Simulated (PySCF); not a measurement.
**Telling isomers of C$_{5}$H$_{9}$N$_{3}$O apart by NMR**

All values are calculated (PySCF 2.14.0 with density-fitted response routines): shielding tensors at PBE0/pcSseg-1 (GIAO), coordinates at the GFN2-xTB level. No solvent, equivalent nuclei averaged, one computed conformer, non-relativistic Hamiltonian.

Chemical shifts δ = σref − σ; ¹H, ¹³C against TMS, all at this level. Where no couplings were computed, multiplicities follow the n + 1 count of equivalent neighbours, and m marks all less simple cases (inequivalent or close neighbours, rings, F or P nearby). Shifts are as computed. Against solution values, carbons near 30 ppm lie about +3 ppm off and those near 130 ppm about +5 ppm. Of 1211 compounds with measured shifts, 218 miss one by over three times the rms of a fit or turn the order of signals round; such compounds aren't used in these exercises.

(1) Tabulate the signals of `CCn1nncc1OC`, `COc1nn(C)nc1C`, `COc1nnn(C)c1C` and their relative energies.

(2) What is the quickest way to tell CCn1nncc1OC from COc1nn(C)nc1C?

(3) What is the quickest way to tell COc1nn(C)nc1C from COc1nnn(C)c1C?

(4) What is the quickest way to tell CCn1nncc1OC from COc1nnn(C)c1C?

Answers

(1) 
```tsv
SMILES	carbon types	δC	δH	E rel. (kcal/mol)
CCn1nncc1OC	1×C 1×CH 1×CH2 2×CH3	161.1, 114.4, 59.1, 42.7, 18.8	6.98 (s, 1H), 4.29 (q, 2H), 4.06 (s, 3H), 1.36 (t, 3H)	10.5
COc1nn(C)nc1C	2×C 3×CH3	166.2, 132.8, 57.9, 41.2, 11.5	4.06 (s, 3H), 4.02 (s, 3H), 2.37 (s, 3H)	0.0
COc1nnn(C)c1C	2×C 3×CH3	165.4, 119.5, 57.7, 35.6, 8.7	4.26 (s, 3H), 3.97 (s, 3H), 2.34 (s, 3H)	5.7
```

Energies are electronic energies at PBE0/pcSseg-1 on these geometries, without zero-point or thermal terms, each for the one conformer computed, which needn't be the lowest.

(2) Both give the same number of carbon signals, but DEPT or the intensities differ. The first has an aromatic CH next to a ring nitrogen at 114.4 ppm, the second a substituted aromatic carbon next to a ring nitrogen (C) at 132.8 ppm. Their most deshielded carbons lie at 161.1 and 166.2 ppm. In the proton spectra the most deshielded non-exchanging signals are 6.98 (s, 1H) and 4.06 (s, 3H).

(3) Both give the same number of carbon signals, with the same numbers of each carbon type, so the positions decide. The first has a substituted aromatic carbon next to a ring nitrogen (C) at 132.8 ppm, the second a substituted aromatic carbon next to a ring nitrogen (C) at 119.5 ppm. Their most deshielded carbons lie at 166.2 and 165.4 ppm.

(4) Both give the same number of carbon signals, but DEPT or the intensities differ. The first has an aromatic CH next to a ring nitrogen at 114.4 ppm, the second a substituted aromatic carbon next to a ring nitrogen (C) at 119.5 ppm. Their most deshielded carbons lie at 161.1 and 165.4 ppm. In the proton spectra the most deshielded non-exchanging signals are 6.98 (s, 1H) and 4.26 (s, 3H).
